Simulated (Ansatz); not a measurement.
Basis-set extrapolation for CH6S2Si (`[SiH3]SCS`) (PBE0-D4/def2-TZVP geometry, frozen core, Ansatz). Multiplicity 1, RHF reference.

|  | def2-TZVPP | def2-QZVPP |
| --- | --- | --- |
| HF | -1125.417514 | -1125.450999 |
| MP2 correlation | -0.659431 | -0.712236 |
| CCSD(T) correlation | -0.752753 | not run |

Energies in hartree. Use E(X) = E(∞) + A·exp(−7.88·√X) for Hartree–Fock and E(X) = E(∞) + B·X^(−2.97) for correlation, with X = 3 and 4, and add CCSD(T) minus MP2 of the smaller set to the MP2 limit.

Q: What is the CCSD(T) energy at the basis-set limit?

A: HF limit: -1125.450999 + (-0.033485) × 0.13774 = -1125.45561. MP2 limit: -0.712236 + (-0.052805) × 0.74074 = -0.75135. Higher-order term: -0.752753 − (-0.659431) = -0.09332. Total: -1126.30028 hartree, 341.3 kJ/mol below CCSD(T)/def2-TZVPP.
